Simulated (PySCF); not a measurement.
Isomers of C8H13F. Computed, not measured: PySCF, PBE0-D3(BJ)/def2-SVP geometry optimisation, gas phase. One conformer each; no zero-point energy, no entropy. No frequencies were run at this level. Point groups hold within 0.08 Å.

Problem. Rank from lowest to highest electronic energy at this level (kcal/mol).
A. `[CH3:1][C@@H:2]1[C@H:3]2[CH2:4][CH2:5][C@@H:6]([F:7])[CH2:8][C@@H:9]12` with C1–C2–C3–C4 141°, C2–C3–C4–C5 52°, C3–C4–C5–C6 50°, C4–C5–C6–F7 173°
B. `[F:1][C@:2]12[CH2:3][CH2:4][CH2:5][C@H:6]1[CH2:7][CH2:8][CH2:9]2` with F1–C2–C3–C4 -145°, C2–C3–C4–C5 40°, C3–C4–C5–C6 -39°, C4–C5–C6–C7 -93°
C. `[F:1]/[C:2]1=[CH:3]\[CH2:4][CH2:5][CH2:6][CH2:7][CH2:8][CH2:9]1` with C2–C3–C4–C5 83°, C3–C4–C5–C6 -50°, C4–C5–C6–C7 81°, C5–C6–C7–C8 -114°

Solution. B (0.0), A (20.0), C (31.7).

As drawn, the highest has a C=C bond outside aromatic rings, which the lowest lacks.

| SMILES | E (Eh) | E rel (kcal/mol) | dipole (D) | point group | A, B, C (MHz) |
| --- | --- | --- | --- | --- | --- |
| F[C@]12CCC[C@H]1CCC2 | -411.78863 | 0.0 | 1.66 | C1 | 2244, 1729, 1333 |
| C[C@@H]1[C@H]2CC[C@@H](F)C[C@@H]12 | -411.75676 | 20.0 | 1.90 | C1 | 3235, 1077, 912.7 |
| F/C1=C\CCCCCC1 | -411.73805 | 31.7 | 1.55 | C1 | 2111, 1691, 1208 |
